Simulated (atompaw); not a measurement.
# Pseudopotential generation for sulfur (S): PAW (atompaw), PBEsol, non-relativistic.

* Element: S (Z = 16)
* Generator: atompaw 4.2.0.5
* Type: PAW
* Functional: PBEsol
* Relativity: non-relativistic
* Frozen core: [Ne]
* Valence charge: 6
* Reference configuration: 3s2 3p3.75 (charge +0.25)
* Partial waves: 3s (bound): rc 1.55 bohr; 3s channel at 0.05 Ry: rc 1.55 bohr; 3p (bound): rc 1.80 bohr; 3p channel at 0.4 Ry: rc 1.80 bohr; 3d channel at -0.2 Ry: rc 1.80 bohr
* Local potential: troulliermartins scheme with l = 3 at 0 Ry, radius 1.75 bohr
* Core correction: smooth core density matched at 1.52 bohr
* Augmentation charge: sinc compensation charge, radius 1.70 bohr; PAW radius 1.80 bohr; waves and projectors: custom polynom vanderbiltortho

All-electron outer shells of the reference configuration (PBEsol, non-relativistic, ld1.x):

```csv
shell,level (eV),outermost node (bohr),outermost maximum (bohr)
3s,-19.51,0.60,1.40
3p,-9.28,0.58,1.59
```

Results:

* Cutoffs needed: 18 Ry and 25 Ry (the cutoffs (Ry, on a coarse ladder) from which the occupation-weighted sum of valence levels, in a spherical-Bessel basis at the reference potential, stays within 10 and 1 mRy of its value at 400 Ry)
* Ghost test: no extra level below or beside the all-electron valence levels (s, p, d, f tested) (spherical-Bessel basis up to 400 Ry, 20 bohr box)
* Lowest eigenvalue of the overlap operator: 0.13 (s channel)
* Overlap eigenvalues printed by atompaw (projector basis): 0.0711, 0.61, 24.7, 427, 1.23e+03
* Share of each valence orbital outside the PAW sphere: 3s 37 %, 3p 54 %

Generation and tests took about 0.26 s on one core of a shared server CPU.
